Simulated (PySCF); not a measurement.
Fractional electron number in Mo (molybdenum, neutral)

The 5s alpha orbital of [Kr] 4d5 5s1 is emptied in steps (occupation f), with all orbitals relaxed, ending at [Kr] 4d5. All numbers are calculated (PySCF 2.14, scalar relativity by spin-free X2C-1e, in x2c-TZVPall (8s6p6d1f, 63 functions)). The exact energy is a straight line in f; departures are measured from the line between the end points of the same method.

Task: Among BHandHLYP, wB97X, r2SCAN0, which shows the largest delocalisation error (convex curve), and which is closest to linear?

Result: Most convex: r2SCAN0 (-0.460 eV at f = 0.5); closest to linear: wB97X (-0.014 eV).

```csv
f,BHandHLYP (eV),wB97X (eV),r2SCAN0 (eV)
1,0.000,0.000,0.000
0.9,-0.117,-0.006,-0.167
0.7,-0.274,-0.014,-0.387
0.5,-0.327,-0.014,-0.460
0.3,-0.275,-0.009,-0.388
0.1,-0.118,-0.002,-0.167
0,0.000,0.000,0.000
```

| method | E(f=0) − E(f=1) (eV) | −ε at f=1 (eV) | −ε at f=0.5 (eV) |
| --- | --- | --- | --- |
| BHandHLYP | 6.774 | 5.475 | 6.771 |
| wB97X | 6.520 | 6.449 | 6.534 |
| r2SCAN0 | 7.272 | 5.413 | 7.267 |

Reference removal energy between the ground levels: 7.092 eV (measured; NIST Atomic Spectra Database, ionization energies).
